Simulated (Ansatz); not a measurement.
Reaction (isomerisation): `CC(=S)O[SiH2]O` → `O=COC[SiH2]S`

Isolated molecules relaxed with PBE0-D4/def2-TZVP in Ansatz; ΔE leaves out vibrations. CCSD(T)/CBS is the MP2 limit (def2-TZVPP, def2-QZVPP) plus CCSD(T) − MP2 in def2-TZVPP, frozen cores. Functionals use def2-TZVPP. B3LYP here is the variant with VWN-RPA as its local correlation; programs differ in this. One conformer a species, not always the lowest.

| level | ΔE (kcal/mol) | difference from CCSD(T)/CBS |
| --- | --- | --- |
| PBE-D4 | 31.5 | -7.0 |
| PBE0-D4 | 33.4 | -5.1 |
| B3LYP-D4 | 36.2 | -2.3 |
| ωB97X-V | 33.5 | -5.0 |
| B2PLYP | 37.3 | -1.2 |
| r2SCAN | 35.5 | -3.0 |
| PBE0 | 33.0 | -5.5 |
| B3LYP | 35.5 | -3.0 |
| HF/def2-TZVPP | 36.4 | -2.1 |
| MP2/def2-TZVPP | 39.9 | 1.4 |
| CCSD/def2-TZVPP | 36.8 | -1.7 |
| CCSD(T)/def2-TZVPP | 36.9 | -1.6 |
| HF/def2-QZVPP | 37.0 | -1.5 |
| MP2/def2-QZVPP | 41.1 | 2.6 |
| HF/CBS(def2) | 37.1 | -1.4 |
| CCSD/CBS(def2) | 38.4 | -0.1 |
| CCSD(T)/CBS | 38.5 | 0 |

Largest T1 diagnostic among the species: 0.015.

From PBE to PBE0 (25 % exact exchange), in def2-TZVPP and without D4, ΔE moves by +2.0 kcal/mol.
